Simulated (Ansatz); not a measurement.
Consider the cleavage of the Si–B bond: `O[SiH2]B(F)Br` + `[OH][AlH2]` → `O[SiH2][O][AlH2]` + `FBBr`.

Gas-phase electronic energies from Ansatz, PBE0-D4/def2-TZVP geometries. CBS: MP2 limit from def2 TZ/QZ plus the TZ coupled-cluster correction, frozen cores. This one scheme is used for every species. Functionals use def2-TZVPP. For Br outer-core shells are correlated without core-valence functions, which leaves a few kJ/mol of doubt a bond. Scalar relativity is left out up to krypton. One conformer a species, not always the lowest.

```json
{"species": "`O[SiH2]B(F)Br`", "BHLYP energy (Eh)": "-3065.50418"}
{"species": "`[OH][AlH2]`", "BHLYP energy (Eh)": "-319.50287"}
{"species": "`O[SiH2][O][AlH2]`", "BHLYP energy (Eh)": "-685.53919"}
{"species": "`FBBr`", "BHLYP energy (Eh)": "-2699.53270"}
```

**Question.** Work out ΔE.

**Answer.** ΔE = (-685.53919) + (-2699.53270) − (-3065.50418) − (-319.50287) = -0.06484 Eh = -1.76 eV. CCSD(T)/CBS gives -1.61 eV.

**Question.** What do rigid-rotor, harmonic-oscillator terms from PBE0-D4/def2-TZVP frequencies (298.15 K, 1 bar) make of the CCSD(T)/CBS value? (An estimate is asked.)

**Answer.** Ansatz gave: ΔZPE = +0.01 eV, ΔH = -1.62 eV, ΔS = 14 J/(mol·K), ΔG = -1.66 eV. Modes under 50 cm⁻¹ make the entropy rough.

Largest T1 diagnostic among the species: 0.012.

From r2SCAN to r2SCAN0 (25 % exact exchange), in def2-TZVPP and without D4, ΔE moves by −0.06 eV. The D4 term adds +0.03 eV with B3LYP and +0.02 eV with PBE0; it sums over pairs of atoms, weighted by their polarisabilities, and B3LYP, whose exchange is more repulsive, gets the larger term. Leaving LDA and LC-ωPBE aside and taking each functional with its dispersion term where it has one, the values, not all of them listed here, spread over 0.40 eV, from BHLYP-D4 to revPBE-D4.

B3LYP here is the variant with VWN-RPA as its local correlation; programs differ in this.
